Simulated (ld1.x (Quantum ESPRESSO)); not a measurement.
# Transferability test, TM semilocal potential for Cu (Z = 29)

| Item | Value |
| --- | --- |
| Element | copper (Cu) |
| Generator | ld1.x (Quantum ESPRESSO) 7.5 |
| Type | norm-conserving Troullier–Martins (semilocal form) |
| Functional | PBE |
| Relativity | scalar-relativistic |
| Frozen core | [Ar] |
| Valence charge | 11 |
| Reference configuration | 3d10 4s0.5 4p0.5 |
| Partial waves | 4s (bound): rc 2.05 bohr; 4p (bound): rc 2.50 bohr; 3d (bound): rc 1.25 bohr |
| Local potential | the d channel |
| Core correction | none |

Energies are relative to the spin-unpolarised reference configuration 3d10 4s0.5 4p0.5; without spin polarisation the order of configurations can differ from experiment. The frozen-core shift is the all-electron ΔE with the core orbitals held at their reference shape minus the fully relaxed ΔE.

| valence configuration | charge | ΔE all-electron (eV) | error AE − PS (meV) | frozen-core shift (meV) |
| --- | --- | --- | --- | --- |
| 3d10 4s1 4p0 | 0 | -2.009 | +0.6 | 0.0 |
| 3d10 4s0 4p0 | +1 | 6.139 | +1.9 | +3.0 |
| 3d9 4s0 4p0 | +2 | 27.471 | +14 | +57 |
| 3d7 4s0 4p0 | +4 | 126.200 | -1129 | +1737 |
| 3d9 4s1 4p1 | 0 | 4.801 | -105 | +62 |
| 3d10 4s0.5 4p0 | +0.5 | 1.153 | 0.0 | +0.3 |

Task: What are ΔE and the potential's error for 3d9 4s2 4p0?

Result: ΔE = -0.039 eV all-electron; the error (AE − PS) is -120 meV.
